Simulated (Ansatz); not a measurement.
Basis-set series for C₆H₅F₃Sn (`[F][Sn]([F])([F])[c]1ccccc1`). Charge 0, multiplicity 1. Sn takes the def2 core potential. The geometry is a stationary point of PBE0-D4/def2-TZVP. It is one conformer, not always the lowest.

```tsv
atom	x (Å)	y (Å)	z (Å)
F1	-3.2605	-1.3961	-1.1581
Sn2	-2.1513	0.1305	-1.3767
F3	-1.8286	0.2973	-3.2411
F4	-3.3263	1.5753	-1.0110
C5	-0.3924	0.0294	-0.2472
C6	0.7555	0.6718	-0.7008
C7	1.9185	0.5990	0.0508
C8	1.9327	-0.1103	1.2426
C9	0.7875	-0.7530	1.6890
C10	-0.3811	-0.6869	0.9456
H11	0.7545	1.2208	-1.6358
H12	2.8154	1.0966	-0.2985
H13	2.8441	-0.1649	1.8267
H14	0.8019	-1.3104	2.6181
H15	-1.2700	-1.1991	1.2965
```

```json
{"functional": "PBE0-D4", "basis": "def2-SVP", "functions": "177", "energy (Eh)": "-744.60644", "HOMO (eV)": "-8.29", "LUMO (eV)": "-1.53"}
{"functional": "PBE0-D4", "basis": "def2-TZVPP", "functions": "399", "energy (Eh)": "-745.25433", "HOMO (eV)": "-8.31", "LUMO (eV)": "-1.73"}
{"functional": "ωB97M-V", "basis": "def2-SVP", "functions": "177", "energy (Eh)": "-744.92943", "HOMO (eV)": "-10.35", "LUMO (eV)": "0.53"}
{"functional": "ωB97M-V", "basis": "def2-TZVPP", "functions": "399", "energy (Eh)": "-745.59521", "HOMO (eV)": "-10.38", "LUMO (eV)": "0.32"}
```

Task: Give the rows for def2-QZVPP. (Estimate.)

Result: Computed: 
```csv
functional,basis,functions,energy (Eh),HOMO (eV),LUMO (eV)
PBE0-D4,def2-QZVPP,745,-745.28682,-8.31,-1.80
ωB97M-V,def2-QZVPP,745,-745.62560,-10.39,0.12
```

Positive LUMOs are unbound and depend on the basis.
